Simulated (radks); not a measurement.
Results of a calculation; reference values are marked as such.
Species: Gd2+. Configuration: [Xe] 4f7 5d1. Level of theory: Dirac Kohn-Sham, LDA (Slater exchange, Perdew-Wang correlation), spin-unpolarised, spherical densities, point nucleus; open shells fill j = l - 1/2 first (a radial shooting solver on a logarithmic mesh with Libxc functionals).

Radial electron density D(r) = 4 pi r^2 rho(r):

| r (bohr) | D(r) (e/bohr) |
|---|---|
| 0.003947 | 32.48 |
| 0.005265 | 45.67 |
| 0.007078 | 61.21 |
| 0.009517 | 76.02 |
| 0.01269 | 85.60 |
| 0.01707 | 86.84 |
| 0.02294 | 80.77 |
| 0.0306 | 77.21 |
| 0.04114 | 87.28 |
| 0.05531 | 106.9 |
| 0.07378 | 111.6 |
| 0.09919 | 93.64 |
| 0.1334 | 86.14 |
| 0.1779 | 99.18 |
| 0.2391 | 84.00 |
| 0.3215 | 47.17 |
| 0.4288 | 45.16 |
| 0.5765 | 47.40 |
| 0.7751 | 27.68 |
| 1.034 | 14.62 |
| 1.39 | 9.857 |
| 1.869 | 4.955 |
| 2.492 | 1.532 |
| 3.351 | 0.3047 |
| 4.505 | 0.04627 |
| 6.009 | 0.004361 |
| 8.079 | 0.0001364 |

D(r) has 4 maxima, at r = 0.0153, 0.0676, 0.188, 0.515 bohr, and minima at 0.0294, 0.124, 0.371 bohr, inside which lie 2.01, 11.21, 29.36 electrons.
